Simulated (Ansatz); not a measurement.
Reaction (ligand exchange at the Si–C bond): `FC[SiH](F)[SiH3]` + HCl → `F[SiH]([SiH3])Cl` + `CF`

Isolated molecules relaxed with PBE0-D4/def2-TZVP in Ansatz; ΔE leaves out vibrations. CCSD(T)/CBS is the MP2 limit (def2-TZVPP, def2-QZVPP) plus CCSD(T) − MP2 in def2-TZVPP, frozen cores. This one scheme is used for every species. DFT in def2-TZVPP. Each species was taken in one conformer, which may not be the lowest.

| level | ΔE (kJ/mol) | difference from CCSD(T)/CBS |
| --- | --- | --- |
| LDA (SPW92) | -115.2 | 9.2 |
| r2SCAN0 | -128.1 | -3.7 |
| BHLYP | -128.9 | -4.5 |
| RPA@PBE/def2-TZVPP | -116.3 | 8.1 |
| CCSD(T)/def2-SVP | -115.9 | 8.5 |
| HF/def2-QZVPP | -136.1 | -11.7 |
| MP2/def2-QZVPP | -130.4 | -6.0 |
| SCS-MP2/def2-QZVPP | -129.1 | -4.7 |
| HF/CBS(def2) | -136.2 | -11.8 |
| MP2/CBS(def2) | -131.7 | -7.3 |
| CCSD(T)/CBS | -124.4 | 0 |

Largest T1 diagnostic among the species: 0.012.

In def2-TZVPP, CCSD(T) changes the Hartree–Fock value by +14.5 kJ/mol (the triples alone add +0.8 kJ/mol) and MP2 by +7.2 kJ/mol. From BLYP to BHLYP (50 % exact exchange), in def2-TZVPP and without D4, ΔE moves by −7.4 kJ/mol. At CCSD(T), def2-SVP lies +8.5 kJ/mol from the extrapolated value and def2-TZVPP +3.5 kJ/mol.

CCSD(T)/CBS has its own doubt, a few kJ/mol and more with outer-core shells, so smaller differences from it don't rank the levels.
